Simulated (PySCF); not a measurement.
# A search over the determinants of InH

Unrestricted PBE0; In cc-pVTZ-PP with ECP28, H cc-pVTZ; scalar-relativistic core potentials (PySCF 2.14). Outer shells of the fragments: In 4d10 5s2 5p1; H 1s1.

Followed along the bond (rough minima from three points):

| 2Ms+1 | unpaired | ⟨S²⟩ at the start | R at minimum (Å) | Te (eV) |
| --- | --- | --- | --- | --- |
| 1 | none | 0.00 | 1.86 | 0.00 |
| 3 | σ ↑, π ↑ | 2.01 | 1.78 | 1.98 |

Solutions found at the starting distance of 1.710 Å, counted from the lowest of them; the search is not exhaustive and high or unbound solutions are not listed, so other states can lie among these:

```
2Ms+1  unpaired   term  E (eV)  ⟨S²⟩  ⟨Lz²⟩  μ (D)
    1      none    ¹Σ⁺    0.00  0.00   0.00  -0.08
    3  σ ↑, π ↑     ³Π    1.90  2.01   1.00  -0.28
    1  σ ↑, π ↓  mixed    2.22  1.02   1.00  -0.19
    3      σ ↑↑    ³Σ⁺    5.18  2.00   0.00   3.15
    3      π ↑↑    ³Σ⁻    5.33  2.12   0.00  -0.62
    1      π ↑↓  mixed    5.71  1.00   2.02  -0.73
```

A term symbol is given only where ⟨S²⟩ and ⟨Lz²⟩ are close to those of a pure state; real π, δ and φ orbitals otherwise mix terms. A positive dipole means In(−)H(+).

Task: Compare the gap between the two lowest followed solutions at the starting distance with the gap between their minima.

Result: At PBE0 the second solution (triplet, unpaired electrons σ ↑, π ↑) lies +1.90 eV from the first (singlet, closed shell) at 1.710 Å and +1.98 eV at the minima; the two curves relax by different amounts, since their minima lie near 1.78 and 1.86 Å.

Spin–orbit coupling is left out. Counting both spins, an empty level lies below a filled one in some of these solutions, because spin and occupation are held.
